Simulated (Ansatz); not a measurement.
GaH7OSi2, SMILES `[SiH3]O[SiH2][GaH2]`. Total charge 0; spin multiplicity 1.

Z-matrix (Å, degrees):
```
Si
O 1 1.626
H 1 1.481 2 112.2
H 1 1.481 2 112.1 3 -126.0
H 1 1.526 2 107.7 3 117.0
Si 2 1.679 1 124.4 3 -116.2
Ga 6 2.433 2 101.1 1 -0.5
H 6 1.489 2 107.7 1 122.0
H 6 1.489 2 107.7 1 -123.2
H 7 1.573 6 120.6 2 91.8
H 7 1.573 6 120.5 2 -91.5
```

(1) What are the harmonic wavenumbers in cm⁻¹ at PBE0-D4/def2-TZVP (Ansatz, finite differences of forces, unscaled)? (An estimate is asked.)

(2) Is this a minimum?

(3) Give the ideal-gas thermochemistry at 298.15 K and 1 bar (rigid rotor, harmonic oscillator; point group Cs, symmetry number 1).

(4) And at 400, 500, 600, 800 and 1000 K?

(5) Rotational constants (cm⁻¹)?

## Answers

(1) Ansatz gave: 70, 87, 122, 260, 305, 344, 348, 529, 561, 650, 709, 713, 718, 750, 866, 901, 956, 969, 1023, 1042, 1947, 1951, 2006, 2202, 2205, 2253, 2260.

(2) Yes, all 27 modes are real.

(3) Zero-point energy 160.0 kJ/mol; H(298) − E = 183.2 kJ/mol; entropy 371.0 J/(mol·K), of which translation 171.3, rotation 117.6, vibration 82.2; G(298) − E = 72.6 kJ/mol. Modes under 100 cm⁻¹ are hindered rotations or soft bends, so the harmonic entropy is rough.

(4) 
```csv
T (K),H − E (kJ/mol),S (J/mol/K),G − E (kJ/mol)
400,197.0,410.7,32.7
500,212.6,445.4,-10.1
600,229.9,476.8,-56.2
800,268.1,531.6,-157.2
1000,309.8,578.2,-268.3
```

(5) 0.1267, 0.05644, 0.04086.
